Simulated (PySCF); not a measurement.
Work out the structure from these simulated measurements.

Formula: H9PSi3.

* UV, first state: lowest singlet excitation: 5.94 eV (209 nm, f = 0.033) [TDDFT CAM-B3LYP/def2-SVPD]
* UV, strongest line: among the 8 lowest singlet transitions: S4/S5 at 6.35 eV (195 nm, f = 0.137 summed over these states) [TDDFT CAM-B3LYP/def2-SVPD]
* XPS: Si2p3/2 106.7 (×3), P2p3/2 135.3, Si1s 1846.4 (×3), P1s 2148.7 eV [ΔSCF SCAN, pcX-2 on the ionised atom, pcseg-1 elsewhere, spin-free X2C, 2p3/2 from a spin–orbit splitting computed afterwards within the 2p shell]
* Triplet: lowest triplet excitation (Tamm–Dancoff): 5.49 eV [TDA CAM-B3LYP/def2-SVPD]
* Rotational structure: rotational constants A, B, C: 2.200, 2.199, 1.268 GHz [GFN2-xTB]
* Dipole: 0.64 D [CAM-B3LYP/def2-SVPD]
* Polarisability: 111.7 au [CAM-B3LYP/def2-SVPD]

The electronic properties come from PySCF, for the isolated species, density fitting. Levels stand in brackets. Isolated species at its GFN2-xTB geometry, gas phase.

Q: Give a SMILES that accounts for the data.

A: Numbering: `[SiH3:1][P:2]([SiH3:3])[SiH3:4]`. The core levels belong to: Si2p3/2 106.7 eV, SiH3 silicon [Si1/Si3/Si4]; P2p3/2 135.3 eV, three-coordinate phosphorus [P2]; Si1s 1846.4 eV, SiH3 silicon [Si1/Si3/Si4]; P1s 2148.7 eV, three-coordinate phosphorus [P2]. The optimised geometry has point group C3v and is an oblate symmetric top (the spread among constants that symmetry makes equal is optimisation noise). Structure: `[SiH3]P([SiH3])[SiH3]` ((SiH3)3P). Computed isomers that give other values at the same levels: `[SiH3][SiH2][SiH2]P` (core binding energies: Si2p3/2 106.3, Si2p3/2 106.3, Si2p3/2 106.5, P2p3/2 136.1, Si1s 1845.9, Si1s 1846.0, Si1s 1846.2, P1s 2149.5 eV). The assignments are read from this structure; whether some other isomer fits the data as well wasn't checked.
